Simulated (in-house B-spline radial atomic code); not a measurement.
Sr2+ is squeezed into an impenetrable sphere of radius R (the orbitals vanish at R). Computed with a radial B-spline atomic code at the basis-set limit: non-relativistic r2SCAN, spin-polarised, spherical fractional occupations, point nucleus.

Energies in eV above the free ion in [Ar] 3d10 4s2 4p6:

| R (bohr) | highest level (eV) | [Ar] 3d10 4s2 4p6 | [Ne] 3s2 3p5 3d10 4s2 4p6 4f1 | [Ar] 3d9 4s2 4p6 4f1 |
| --- | --- | --- | --- | --- |
| 9.15 | -37 | -3.655e-05 | 279.8 | 154.4 |
| 5.6 | -37 | 0.009293 | 283.5 | 158.2 |
| 5.27 | -37 | 0.02416 | 284.5 | 159.1 |
| 4.42 | -36.8 | 0.2654 | 288.4 | 163 |
| 3.42 | -34.9 | 3.999 | 299.6 | 174.2 |
| 3.09 | -32.8 | 9.564 | 308.8 | 183.4 |
| 2.59 | -25.2 | 35.38 | 342.3 | 217 |
| 2.33 | -17.1 | 69.86 | 382.9 | 257.6 |
| 1.95 | 7.22 | 192.1 | 519.7 | 394.4 |
| 1.47 | 98.9 | 757.3 | 1128 | 1002 |

**Question.** Does [Ne] 3s2 3p5 3d10 4s2 4p6 4f1 fall below [Ar] 3d10 4s2 4p6 under compression?

**Answer.** No, it stays above over the whole range.

**Question.** Does [Ar] 3d9 4s2 4p6 4f1 fall below [Ar] 3d10 4s2 4p6 under compression?

**Answer.** No, it stays above over the whole range.

The highest level is first positive in the row R = 1.95 bohr, pushed up by confinement above the zero of the free ion's potential. Each configuration is held fixed and needn't be the lowest in the sphere.
